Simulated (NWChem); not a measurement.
Molecule: BNH, doublet; SMILES [B]=N

Problem. Give the equilibrium geometry at PBE0-D3(BJ)/def2-TZVP, spin-unrestricted (NWChem) as a Z-matrix, with the point group.

Solution. point group C*v; any orientation.
```
N
B 1 1.2335
H 1 0.9926 2 180.00
```
